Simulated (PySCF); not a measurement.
C3H3N2, SMILES N1C=C[N]C=1, doublet, B3LYP/def2-SVP optimised geometry.

```
8

C      1.05     0.76     0.00
C      0.58    -0.64     0.00
N     -0.74    -0.64     0.00
C     -1.05     0.69     0.00
N      0.01     1.56     0.00
H      2.09     1.12     0.00
H      1.18    -1.56     0.00
H     -2.09     1.04     0.00
```

Density from unrestricted B3LYP/def2-TZVP run with PySCF at that geometry.

Minimum of the electron density along straight lines between bonded atoms, close to the bond critical point (lines longer than 1.1 times the sum of covalent radii, or with two minima, are not listed):

| bond | length / Å | ρ at the minimum / e bohr⁻³ | ∇²ρ there / e bohr⁻⁵ | position (fraction from the first atom) |
|---|---|---|---|---|
| C1–C2 | 1.480 | 0.275 | (withheld) | 0.50 |
| C2–N3 | 1.316 | 0.371 | -1.27 | 0.38 |
| N3–C4 | 1.371 | 0.337 | -1.07 | 0.59 |
| C1–N5 | 1.316 | 0.371 | -1.27 | 0.38 |
| C4–N5 | 1.371 | 0.337 | -1.07 | 0.41 |
| C1–H6 | 1.093 | 0.285 | -1.03 | 0.66 |
| C2–H7 | 1.093 | 0.285 | -1.03 | 0.66 |
| C4–H8 | 1.093 | 0.289 | -1.07 | 0.66 |

Problem. Fill in the missing entries.

Solution. 
- C1–C2, ∇²ρ there / e bohr⁻⁵: -0.73
